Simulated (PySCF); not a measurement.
C2H9ClOSi2, SMILES OCC[Si@H]([SiH3])Cl.

Coordinates come from a PBE0-D3(BJ)/def2-SVP optimisation. The structure was generated by enumeration; whether it is a known compound was not checked. One conformer was computed; it need not be the lowest.

Two levels are set side by side: TDA-PBE/def2-SVPD (PySCF) and TDA-B3LYP/def2-SVPD (PySCF). Vertical, same geometry. The lowest singlet is HOMO→LUMO 84 %, HOMO−1→LUMO 15 % with PBE and HOMO→LUMO 95 % with the other functional; states are paired by order. Differences are taken from unrounded values.

```tsv
quantity	TDA-B3LYP
lowest singlet excitation (eV)	6.23
lowest triplet excitation (TDA) (eV)	5.65
```

What does TDA-PBE give, and how far is it from TDA-B3LYP? (Estimate from the structure and the level; the computed values follow.)


```tsv
quantity	TDA-PBE	TDA-PBE minus TDA-B3LYP
lowest singlet excitation (eV)	5.58	-0.65
lowest triplet excitation (TDA) (eV)	5.26	-0.39
```

A lower first singlet is the usual sign of a functional without exact exchange. Differences between two approximate levels are no errors against the true value.

Rough cost on one machine, each run with all the roots and properties that it gave: TDA-B3LYP against TDA-PBE about 3 times.
